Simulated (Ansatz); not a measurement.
A set of 12 reactions (atomization), with CCSD(T)/CBS values in kJ/mol:

| reaction | ΔE |
| --- | --- |
| `C#C/C=C/C` → 5 C• + 6 H• | 4802.7 |
| `[SiH3][C@H]1O[C@@H]1I` → 2 C• + 5 H• + I• + O• + Si• | 3417.4 |
| `C/C=C(/C)F` → 4 C• + F• + 7 H• | 4889.5 |
| PH₃ → 3 H• + P• | 1012.9 |
| `O[SiH2][NH][AlH2]` → Al• + 6 H• + N• + O• + Si• | 3310.2 |
| `O=CC[SiH2]O` → 2 C• + 6 H• + 2 O• + Si• | 4307.3 |
| `C=C(N)[SiH3]` → 2 C• + 7 H• + N• + Si• | 3956.4 |
| `CC[O][Ga]([F])[Cl]` → 2 C• + Cl• + F• + Ga• + 5 H• + O• | 4104.2 |
| `N[Si@@H]1[SiH2][C@H]1[SiH3]` → C• + 9 H• + N• + 3 Si• | 4584.2 |
| `C[O][In]([OH])[OH]` → C• + 5 H• + In• + 3 O• | 3500.2 |
| `BOC=N` → B• + C• + 4 H• + N• + O• | 3142.2 |
| `CC1=C[SiH2][SiH2]1` → 3 C• + 8 H• + 2 Si• | 4799.5 |

Isolated molecules relaxed with PBE0-D4/def2-TZVP in Ansatz; ΔE leaves out vibrations. CBS: MP2 limit from def2 TZ/QZ plus the TZ coupled-cluster correction, frozen cores. Small cases extrapolate CCSD(T) itself. Double bonds are as drawn, so ΔE can hold a change between cis and trans. DFT in def2-TZVPP. B3LYP here is the variant with VWN-RPA as its local correlation; programs differ in this. Open shells (•) are unrestricted, without spin–orbit coupling. Spin–orbit coupling would lower the free atoms: a little for Al, B, C, Cl, F, O, Si; clearly for Ga; strongly for I, In. Elements past krypton have def2 core potentials. For Ga, I, In outer-core shells are correlated without core-valence functions, so the limit isn't a true one: a few kJ/mol of doubt a bond, and 10 to 20 or more in all where bonds break to atoms. Scalar relativity is left out up to krypton. Each species was taken in one conformer, which may not be the lowest.

(1) Give the mean, mean absolute and largest difference (level minus CCSD(T)/CBS, kJ/mol) for: PBE-D4, r2SCAN-D4, B3LYP-D4, ωB97X-V, B2PLYP, PBE0, B3LYP, HF/def2-TZVPP, SCS-MP2/def2-TZVPP, CCSD/def2-TZVPP, CCSD(T)/def2-TZVPP, SCS-MP2/def2-QZVPP, HF/CBS(def2), MP2/CBS(def2). (An estimate is asked.)

The largest T1 diagnostic in the set is 0.018, for Al• (customary mark 0.045).

CCSD(T)/CBS is a level of theory with its own doubt, and the functionals carry their triple-zeta basis error, so these figures describe this set and don't rank the functionals.

## Answers

(1) Computed: 
```tsv
level	mean	mean absolute	largest
PBE-D4	66.2	72.2	160.4
r2SCAN-D4	3.7	16.1	-34.4
B3LYP-D4	-5.9	23.8	-70.9
ωB97X-V	9.4	15.0	35.6
B2PLYP	-43.9	43.9	-83.8
PBE0	-22.1	37.9	-92.7
B3LYP	-38.8	43.2	-96.8
HF/def2-TZVPP	-1061.0	1061.0	-1244.1
SCS-MP2/def2-TZVPP	-55.6	55.6	-93.1
CCSD/def2-TZVPP	-160.6	160.6	-193.0
CCSD(T)/def2-TZVPP	-101.8	101.8	-133.7
SCS-MP2/def2-QZVPP	12.7	14.8	33.3
HF/CBS(def2)	-1053.8	1053.8	-1233.3
MP2/CBS(def2)	58.2	64.0	109.6
```
